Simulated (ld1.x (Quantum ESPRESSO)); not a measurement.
**Which change was made? (Ru, PAW)**

ruthenium, PAW, made with ld1.x (Quantum ESPRESSO) 7.5 (PBEsol, fully relativistic). Core [Ar] 3d10 4s2, reference 4p6 4d7 5s1 5p0. Waves: 5s (bound): rcut 2.15, rcutus 2.45 bohr; 5s channel at 0.25 Ry: rcut 2.15, rcutus 2.45 bohr; 4p (bound): rcut 1.55, rcutus 1.90 bohr; 5p (bound, empty): rcut 1.55, rcutus 1.90 bohr; 4d (bound): rcut 1.50, rcutus 1.60 bohr; 4d channel at 1.45 Ry: rcut 1.50, rcutus 1.60 bohr. Local part: all-electron potential smoothed inside 1.30 bohr (lloc = -2). Core correction: a·sin(br)/r model core inside 0.90 bohr. Augmentation charge: PSQ, radius 1.60 bohr.

Open shells are filled in proportion to 2j + 1 (rel_dist='average').

Cutoffs, loose and tight: the cutoffs (Ry, on a coarse ladder) from which the occupation-weighted sum of valence levels, in a spherical-Bessel basis at the reference potential, stays within 10 and 1 mRy of its value at 400 Ry. They do not see the model core or the augmentation charge, which bear on the density cutoff. Test errors are all-electron minus pseudo excitation energies from the reference, over the configurations 4p6 4d7 5s0 5p0; 4p6 4d6 5s0 5p0; 4p6 4d5 5s0 5p0; 4p6 4d6 5s1 5p0; 4p6 4d7 5s0 5p1; 4p6 4d7 5s0.5 5p0; 4p6 4d6 5s2 5p0; variants that change the core or the reference have their own tests. The largest error is taken over the tests solved by every variant that gives reliable tests at all, those not shown here included: 4p6 4d5 5s0 5p0; 4p6 4d6 5s0 5p0; 4p6 4d7 5s0 5p0.

The base gives: outcome: generated; bound ghosts: not determined; largest test error (meV): -27.

**Question.** After one change the result is: outcome: failed: find_q: problem finding q. Which change was it?
A. all radii but the core radius scaled by about 0.91 (s 2.24, p 1.74, d 1.46 bohr, rcut 1.96/1.42/1.38); local potential all-electron potential smoothed inside 1.20 bohr (lloc = -2); augmentation PSQ, radius 1.46 bohr
B. all radii but the core radius scaled by about 0.79 (s 1.94, p 1.50, d 1.26 bohr, rcut 1.70/1.22/1.18); local potential all-electron potential smoothed inside 1.02 bohr (lloc = -2); augmentation PSQ, radius 1.26 bohr
C. all radii but the core radius scaled by about 1.11 (s 2.72, p 2.12, d 1.78 bohr, rcut 2.40/1.72/1.66); local potential all-electron potential smoothed inside 1.44 bohr (lloc = -2); augmentation PSQ, radius 1.78 bohr

**Answer.** A. The others give: all radii but the core radius scaled by about 1.11 (s 2.72, p 2.12, d 1.78 bohr, rcut 2.40/1.72/1.66); local potential all-electron potential smoothed inside 1.44 bohr (lloc = -2); augmentation PSQ, radius 1.78 bohr → outcome: generated; bound ghosts: not determined; largest test error (meV): -139 | all radii but the core radius scaled by about 0.79 (s 1.94, p 1.50, d 1.26 bohr, rcut 1.70/1.22/1.18); local potential all-electron potential smoothed inside 1.02 bohr (lloc = -2); augmentation PSQ, radius 1.26 bohr → outcome: failed: new_paw_hamiltonian: negative rho.
